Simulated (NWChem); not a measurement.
Program: NWChem. System: pyrazole (C₃H₄N₂), charge 0, spin multiplicity 1, at a geometry optimised with PBE0/def2-SVP. Level: B3LYP/cc-pVDZ, VWN1-RPA local correlation.

The NWChem input:

```
start mol
memory heap 200 mb stack 900 mb global 1100 mb
geometry units angstroms nocenter noautoz
  C     -0.063330    -1.197723     0.000000
  C     -1.126476    -0.267174     0.000000
  N     -0.684480     0.982497     0.000000
  N      0.638753     0.869505     0.000000
  C      1.072494    -0.411993     0.000000
  H     -0.115366    -2.283609     0.000000
  H     -2.198428    -0.463005     0.000000
  H      1.206589     1.706892     0.000000
  H      2.131171    -0.662949     0.000000
  symmetry group Cs
end
basis spherical
  * library cc-pvdz
end
dft
  xc b3lyp
  semidirect memsize 60000000 filesize 0
  iterations 100
end
task dft energy
```

Output (cleaned and shortened):

```
             Northwest Computational Chemistry Package (NWChem) 7.3.0
             --------------------------------------------------------

                                NWChem Input Module
                                -------------------

 Scaling coordinates for geometry "geometry" by  1.889725989
 (inverse scale =  0.529177249)

 Turning off AUTOSYM since
 SYMMETRY directive was detected!

                             Geometry "geometry" -> ""
                             -------------------------

 Output coordinates in angstroms (scale by  1.889725989 to convert to a.u.)

  No.       Tag          Charge          X              Y              Z
 ---- ---------------- ---------- -------------- -------------- --------------
    1 C                    6.0000    -0.06333000    -1.19772300     0.00000000
    2 C                    6.0000    -1.12647600    -0.26717400     0.00000000
    3 N                    7.0000    -0.68448000     0.98249700     0.00000000
    4 N                    7.0000     0.63875300     0.86950500     0.00000000
    5 C                    6.0000     1.07249400    -0.41199300     0.00000000
    6 H                    1.0000    -0.11536600    -2.28360900     0.00000000
    7 H                    1.0000    -2.19842800    -0.46300500     0.00000000
    8 H                    1.0000     1.20658900     1.70689200     0.00000000
    9 H                    1.0000     2.13117100    -0.66294900     0.00000000

 Effective nuclear repulsion energy (a.u.)     163.5365197901

            Nuclear Dipole moment (a.u.)
            ----------------------------
        X                 Y               Z
 ---------------- ---------------- ----------------
     0.0000094486     0.0000056692     0.0000000000

      Symmetry information
      --------------------

 Group name             Cs
 Group number              2
 Group order               2
 No. of unique centers     9

      Symmetry unique atoms

     1    2    3    4    5    6    7    8    9


 Summary of "ao basis" -> "" (spherical)
 ------------------------------------------------------------------------------
[...]
              MO Center=  1.6D-01, -1.9D-01, -1.3D-15, r^2= 2.3D+00
   Bfn.  Coefficient  Atom+Function         Bfn.  Coefficient  Atom+Function
  ----- ------------  ---------------      ----- ------------  ---------------
    62     -0.374950  5 C  pz                34      0.365403  3 N  pz
     6     -0.321433  1 C  pz                37      0.267534  3 N  pz
    65     -0.265371  5 C  pz                 9     -0.221792  1 C  pz
    20      0.071844  2 C  pz                23      0.068191  2 C  pz
    51      0.067819  4 N  pz                48      0.062658  4 N  pz

 Vector   19  Occ=0.000000D+00  E= 2.248699D-02  Symmetry=a"
              MO Center=  2.2D-01,  1.5D-01,  3.3D-16, r^2= 2.5D+00
   Bfn.  Coefficient  Atom+Function         Bfn.  Coefficient  Atom+Function
  ----- ------------  ---------------      ----- ------------  ---------------
    65      0.532000  5 C  pz                51     -0.444304  4 N  pz
    37      0.417695  3 N  pz                62      0.384916  5 C  pz
    34      0.371010  3 N  pz                48     -0.365206  4 N  pz
     9     -0.243641  1 C  pz                23     -0.230135  2 C  pz
    20     -0.197674  2 C  pz                 6     -0.158373  1 C  pz

 Vector   20  Occ=0.000000D+00  E= 5.229369D-02  Symmetry=a'
              MO Center=  1.3D+00,  1.2D+00,  1.8D-16, r^2= 4.8D+00
   Bfn.  Coefficient  Atom+Function         Bfn.  Coefficient  Atom+Function
  ----- ------------  ---------------      ----- ------------  ---------------
    82      1.300330  8 H  s                 45     -0.787735  4 N  s
    87      0.695130  9 H  s                 59     -0.670345  5 C  s
    72      0.437694  6 H  s                 50     -0.412426  4 N  py
    17     -0.406051  2 C  s                 77      0.318356  7 H  s
    49     -0.244464  4 N  px                 8      0.231461  1 C  py

 Vector   21  Occ=0.000000D+00  E= 7.001866D-02  Symmetry=a"
              MO Center= -4.0D-01, -5.3D-01,  3.4D-14, r^2= 2.6D+00
   Bfn.  Coefficient  Atom+Function         Bfn.  Coefficient  Atom+Function
  ----- ------------  ---------------      ----- ------------  ---------------
     9      0.684403  1 C  pz                23     -0.636936  2 C  pz
    20     -0.412883  2 C  pz                65     -0.406406  5 C  pz
     6      0.403291  1 C  pz                37      0.330699  3 N  pz
    34      0.248193  3 N  pz                62     -0.229526  5 C  pz
    51      0.042131  4 N  pz                67     -0.027146  5 C  d -1

 center of mass
 --------------
 x =  -0.02822152 y =   0.04707937 z =   0.00000000

 moments of inertia (a.u.)
 ------------------
         189.340253428107           1.613734168973           0.000000000000
           1.613734168973         186.645948869058           0.000000000000
           0.000000000000           0.000000000000         375.986202297165

     Multipole analysis of the density
     ---------------------------------

     L   x y z        total         alpha         beta         nuclear
     -   - - -        -----         -----         ----         -------
     0   0 0 0     -0.000000    -18.000000    -18.000000     36.000000

     1   1 0 0      0.855095      0.427543      0.427543      0.000009
     1   0 1 0     -0.112086     -0.056046     -0.056046      0.000006
     1   0 0 1     -0.000000     -0.000000     -0.000000      0.000000

     2   2 0 0    -18.413991    -65.485153    -65.485153    112.556316
     2   1 1 0      3.099307      0.267587      0.267587      2.564133
     2   1 0 1     -0.000000     -0.000000     -0.000000      0.000000
     2   0 2 0    -20.092321    -65.193328    -65.193328    110.294335
     2   0 1 1      0.000000      0.000000      0.000000      0.000000
     2   0 0 2    -23.255357    -11.627679    -11.627679      0.000000

 Task  times  cpu:        5.8s     wall:        5.8s

 Total times  cpu:        5.8s     wall:        5.8s
```
